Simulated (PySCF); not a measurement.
Ge(F)2(Br)(OH) (BrF₂GeHO), SMILES [F][Ge]([OH])([F])[Br]. Coordinates come from a PBE0-D3(BJ)/def2-SVP optimisation. This is a generated structure with no PubChem entry under its InChIKey; it may be hypothetical. Other conformers were not sampled.

Task: Give the equilibrium geometry at PBE0-D3(BJ)/def2-SVP (PySCF confirms it by a frequency run) as a Z-matrix, and its point group. (The exact figures need the calculation; the answer reports its results.)

Result: This is not unique; one that fits is point group Cs.
```
Ge
F 1 1.7183
F 1 1.7183 2 104.00
O 1 1.7385 2 110.25 3 118.17
H 4 0.9659 1 112.90 2 -57.13
Br 1 2.2447 2 111.02 3 -119.46
```
Charge 0, spin multiplicity 1.
